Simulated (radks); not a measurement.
Mg+, 11 electrons, occupied as [Ne] 3s1.

Method: non-relativistic Kohn-Sham, LB94 model potential, spin-polarised, spherical densities, point nucleus; open shells are filled with parallel spins first; computed with a radial shooting solver on a logarithmic mesh with Libxc functionals.

Energy parts (hartree):
part                  energy
kinetic            200.91643
electron-nucleus  -477.13219
Hartree             92.77434
(The LB94 potential has no energy functional, so no total or exchange-correlation energy is given.)

Orbitals (lengths in bohr, moments of r in powers of bohr; r(90%) holds 90 % of the orbital's charge):
orbital  occ.  eigenvalue (hartree)  r(90%)    <r^2>
1s up       1             -47.87970   0.232  0.02281
1s down     1             -47.87474   0.232  0.02281
2s up       1              -3.61704    1.11   0.5850
2s down     1              -3.61609    1.12   0.5930
2p up       3              -2.42802    1.15   0.5875
2p down     3              -2.43096    1.17   0.6035
3s up       1              -0.57932    4.04    8.184
3s down     0              -0.67143    3.79    7.320

The highest occupied level is 3s up at -15.764 eV. The configuration is held as typed, so some empty levels lie below it. The spin density at the nucleus is 2.971 e/bohr^3 (1s 0.083, 2s 0.226, 3s 2.662), a Fermi contact field of 156 T.
